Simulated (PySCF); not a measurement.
Molecule: (CH3CH2)2CF2, C5H10F2.

Molfile (atoms numbered from 1):
```
C5H10F2
     RDKit          3D

 17 16  0  0  0  0  0  0  0  0999 V2000
   -2.2803   -0.3504   -0.1110 C   0  0  0  0  0  0  0  0  0  0  0  0
   -0.8267   -0.5728    0.2701 C   0  0  0  0  0  0  0  0  0  0  0  0
   -0.0255    0.7125    0.3147 C   0  0  0  0  0  0  0  0  0  0  0  0
   -0.6317    1.5789    1.1799 F   0  0  0  0  0  0  0  0  0  0  0  0
   -0.0830    1.3102   -0.9143 F   0  0  0  0  0  0  0  0  0  0  0  0
    1.4284    0.5893    0.7245 C   0  0  0  0  0  0  0  0  0  0  0  0
    2.2785   -0.2479   -0.2150 C   0  0  0  0  0  0  0  0  0  0  0  0
   -2.3551    0.1250   -1.0995 H   0  0  0  0  0  0  0  0  0  0  0  0
   -2.8263   -1.3039   -0.1468 H   0  0  0  0  0  0  0  0  0  0  0  0
   -2.7797    0.3048    0.6167 H   0  0  0  0  0  0  0  0  0  0  0  0
   -0.7481   -1.0472    1.2616 H   0  0  0  0  0  0  0  0  0  0  0  0
   -0.3374   -1.2500   -0.4468 H   0  0  0  0  0  0  0  0  0  0  0  0
    1.8119    1.6206    0.7766 H   0  0  0  0  0  0  0  0  0  0  0  0
    1.4536    0.1897    1.7506 H   0  0  0  0  0  0  0  0  0  0  0  0
    2.2003    0.1264   -1.2464 H   0  0  0  0  0  0  0  0  0  0  0  0
    1.9784   -1.3069   -0.2142 H   0  0  0  0  0  0  0  0  0  0  0  0
    3.3371   -0.2073    0.0792 H   0  0  0  0  0  0  0  0  0  0  0  0
  1  2  1  0
  2  3  1  0
  3  4  1  0
  3  5  1  0
  3  6  1  0
  6  7  1  0
  1  8  1  0
  1  9  1  0
  1 10  1  0
  2 11  1  0
  2 12  1  0
  6 13  1  0
  6 14  1  0
  7 15  1  0
  7 16  1  0
  7 17  1  0
M  END
```

Geometry PBE0-D3(BJ)/def2-SVP throughout; GIAO in PySCF 2.14.0 with density-fitted response routines, gas phase, one conformer, non-relativistic; equivalent atoms averaged; basis pcSseg-1.

For orientation, KT3 gives these shifts δ (against TMS, CFCl3 at the same level): C3 123.7, C2/C6 32.5, C1/C7 9.6, F4/F5 -145.5, H11/H12/H13/H14 1.62, H8/H9/H10/H15/H16/H17 1.07 ppm.

A run gave: C3 130.8, C2/C6 33.5, C1/C7 8.4, F4/F5 -145.1, H11/H12/H13/H14 1.63, H8/H9/H10/H15/H16/H17 1.05 ppm (shifts δ (against TMS, CFCl3 at the same level)).

**Question.** Which functional was used in that run?
A. CAM-B3LYP
B. OPBE
C. BHandHLYP
D. PBE

**Answer.** D. C3 tells them apart best: PBE gives 130.8, CAM-B3LYP gives 127.9, BHandHLYP gives 122.0, OPBE gives 124.3 ppm.
